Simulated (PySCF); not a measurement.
## Stationary points of VNCl₂

Method: PBE in PySCF with V def2-SVP, N def2-SVP, Cl def2-SVP; no relativity; density-fitted integrals.

Relaxations began from a few typed shapes. The search is not exhaustive: other isomers or separated fragments can lie lower, and high-lying points may rest on an excited occupation.

Question: Order these stationary points by electronic energy, lowest first, in kJ/mol from the lowest minimum.
A. singlet C2v: V–Cl 2.192 Å (×2), V–N 1.526 Å; Cl–V–Cl 136.4°, Cl–V–N 111.8° (×2)
B. singlet Cs: V–Cl 2.182 Å (×2), V–N 1.528 Å; Cl–V–Cl 122.3°, Cl–V–N 109.7° (×2)

Answer: B (0.0), A (3.7).

Question: Which of them are minima?

Answer: By energy in kJ/mol, 0.0: minimum; 3.7: saddle point, 1 imaginary mode.

Formally V is in oxidation state +5, d0. The polar-tensor charge on V, 1.42, is far below the formal one.
